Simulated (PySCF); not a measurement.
## Two-component Hartree-Fock for Os⁺ (osmium, charge +1)

Start: [Xe] 4f14 5d6 6s1; 5d3/2 filled at m_j = -3/2, -1/2, +1/2, +3/2; 5d5/2 filled at m_j = +3/2, +5/2; 6s1/2 filled at m_j = +1/2. Calculated with PySCF 2.14 in x2c-SVPall-2c with one added diffuse shell each of s, d type (8s9p10d2f, 99 functions): generalised Hartree-Fock with the X2C-1e Hamiltonian and a Gaussian nucleus; one run each with spin-orbit coupling (SO) switched off, then screened by Boettger's factors.

| spinor shell | electrons | ε, spin-free (eV) | ε, screened SO (eV) | weight of nominal j (screened SO) | rms radius, screened SO (bohr) |
| --- | --- | --- | --- | --- | --- |
| 1s1/2 | 2 | -74282.9 | -74258.1 | 1.000 | 0.0201 |
| 2s1/2 | 2 | -13089.8 | -13082.0 | 1.000 | 0.0809 |
| 2p1/2 | 2 | -11406.4 | -12503.8 | 1.000 | 0.0687 |
| 2p3/2 | 4 | -11406.4 | -10966.6 | 1.000 | 0.0764 |
| 3s1/2 | 2 | -3117.4 | -3114.7 | 1.000 | 0.207 |
| 3p1/2 | 2 | -2614.7 | -2856.6 | 1.000 | 0.198 |
| 3p3/2 | 4 | -2614.7 | -2515.7 | 1.000 | 0.214 |
| 3d3/2 | 4 | -2045.5 | -2087.3 | 1.000 | 0.189 |
| 3d5/2 | 6 | -2045.5 | -2014.8 | 1.000 | 0.192 |
| 4s1/2 | 2 | -698.48 | -697.54 | 1.000 | 0.459 |
| 4p1/2 | 2 | -530.67 | -587.91 | 1.000 | 0.466 |
| 4p3/2 | 4 | -530.67 | -506.89 | 1.000 | 0.499 |
| 4d3/2 | 4 | -317.93 | -326.52 | 0.999 | 0.520 |
| 4d5/2 | 6 | -317.93 | -311.14 | 1.000 | 0.531 |
| 5s1/2 | 2 | -116.09 | -115.83 | 1.000 | 1.08 |
| 5p1/2 | 2 | -70.296 | -80.432 | 0.691 | 1.10 |
| 4f5/2 | 6 | -79.221 | -80.381 | 0.899 | 0.690 |
| 5p3/2 | 4 | -70.296 | -65.740 | 0.975 | 1.27 |
| 5d3/2 | 4 | -20.428 | -20.399 | 0.723 | 1.86 |
| 5d5/2 | 2 | -20.428 | -20.422 | 0.834 | 1.89 |
| 6s1/2 | 1 | -16.428 | -16.401 | 0.989 | 2.99 |

Q: Where does 4f7/2 lie, and what is the 4f spin-orbit splitting (screened SO)?

A: At -77.438 eV, 2.943 eV above 4f5/2.

| quantity | spin-free | screened SO |
| --- | --- | --- |
| E (hartree) | -17239.96699 | -17262.45502 |
| M_J | 9/2 | 9/2 |
| ⟨J²⟩ | 24.757 | 24.775 |
| ⟨L²⟩ | 6.005 | 6.664 |
| ⟨S²⟩ | 8.753 | 8.433 |

Each row is a mean over spinors that exchange with the open shell spreads, by up to 7.746 eV (5p3/2).

Rows whose weight is well below 1 are mixtures of j = l ± 1/2: exchange outweighs spin-orbit coupling there, and the label is only the starting occupation.

Breit and QED terms are absent; they matter most for the inner s and p1/2 levels.

Densities and radii are taken from the X2C orbitals without a picture-change correction, which distorts them close to the nucleus.

Without spin-orbit coupling the j labels of p, d and f shells carry no meaning; the spin-free column gives the mean over the occupied spinors of each nl shell.
